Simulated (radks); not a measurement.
Question: The mean radii <r> (bohr) of the occupied orbitals of an atom or ion are listed with their occupations. Calculated with a radial shooting solver on a logarithmic mesh with Libxc functionals: Dirac Kohn-Sham, exchange-only LDA, spin-unpolarised, spherical densities, point nucleus.

orbital      occ.      <r>
1s1/2           2  0.04280
2s1/2           2   0.1895
2p1/2           2   0.1629
2p3/2           4   0.1668
3s1/2           2   0.5519
3p1/2           2   0.5568
3p3/2           4   0.5674
3d3/2           4   0.5840
3d5/2           6   0.5880
4s1/2           2    1.508
4p1/2    0.333333    1.679
4p3/2    0.666667    1.702

Name the element and its charge. Open shells, if any, are shared by 2j + 1.

Answer: Z = 35, bromine, charge +4: Br4+ in [Ar] 3d10 4s2 4p1. The 1s radius gives Z: for a bare nucleus <r> = (2 gamma + 1)/(2Z) with gamma = sqrt(1 - (Z/c)^2), 0.04191 bohr for Z = 35, and screening makes it slightly larger (0.04280 here). The occupations add up to 31, and the charge is Z minus that.
